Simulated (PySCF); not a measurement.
MgH2, SMILES [MgH2].

The structure is a stationary point at PBE0-D3(BJ)/def2-TZVPD.

All values below come from PySCF 2.14.0 with TDA-CAM-B3LYP/def2-TZVPD.

Vertical excitations; the highest root listed may be one member of a degenerate set. The molecule is in vacuum. State labels are in the subgroup D2h.

| state | symmetry | energy (eV) | λ (nm) | f | main pairs |
|---|---|---|---|---|---|
| S1 | B3g | 5.37 | 231 | 0.000 | HOMO→LUMO (degenerate set) |
| S2 | B2g | 5.37 | 231 | 0.000 | HOMO→LUMO+1 (degenerate set) |
| S3 | B1u | 7.24 | 171 | 0.739 | HOMO→LUMO+2 87 % |
| S4 | B2u | 7.30 | 170 | 0.427 | HOMO−1→LUMO (degenerate set) |
| S5 | B3u | 7.30 | 170 | 0.427 | HOMO−1→LUMO+1 (degenerate set) |
| S6 | Ag | 7.77 | 160 | 0.000 | HOMO→LUMO+3 84 %, HOMO−1→LUMO+2 13 % |
| S7 | B1u | 7.78 | 159 | 0.210 | HOMO→LUMO+4 85 % |
| S8 | Ag | 8.26 | 150 | 0.000 | HOMO−1→LUMO+2 85 %, HOMO→LUMO+3 14 % |
| S9 | B3g | 8.34 | 149 | 0.000 | HOMO→LUMO+5 (degenerate set) |
| S10 | B2g | 8.34 | 149 | 0.000 | HOMO→LUMO+6 (degenerate set) |
| T1 | B1u | 4.97 | 250 | 0 | HOMO→LUMO+2 92 % |
| T2 | B2g | 4.98 | 249 | 0 | HOMO→LUMO+1 (degenerate set) |
| T3 | B3g | 4.98 | 249 | 0 | HOMO→LUMO (degenerate set) |
| T4 | B2u | 6.22 | 199 | 0 | HOMO−1→LUMO 82 % |
Triplets are in the Tamm–Dancoff approximation.
